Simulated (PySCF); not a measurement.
# Working out the ionisation energy of Cr

Cr [Ar] 3d5 4s1 (7S) → Cr+ [Ar] 3d5 (6S). Computed with PySCF 2.14 in cc-pVTZ (7s6p4d2f1g, 68 functions), with no relativity, point nucleus. Frozen: [Ar]. Energies in hartree (1 hartree = 27.21139 eV):

```tsv
part	Cr (lower)	Cr+ (upper)
UHF	-1043.355909	-1043.138968
MP2 opposite-spin	0.000000	0.000000
MP2 same-spin	-0.093138	-0.076291
```

Question: What does Hartree-Fock give?

Answer: (-1043.138968) − (-1043.355909) = 0.216941 hartree = 5.903 eV.

Question: What do MP2 and SCS-MP2 (6/5 opposite-spin, 1/3 same-spin) give?

Answer: The opposite-spin parts differ by 0.000 eV and the same-spin parts by 0.458 eV. MP2: 5.903 + (0.000) + (0.458) = 6.361 eV. SCS-MP2: 5.903 + 1.2 × (0.000) + (0.458)/3 = 6.056 eV.

Measured between the centres of the two terms (NIST): 6.767 eV, so MP2 (valence) is off by -0.406 eV.

The calculation is non-relativistic.

What remains against the reference includes basis incompleteness, the frozen core and correlation beyond second order.
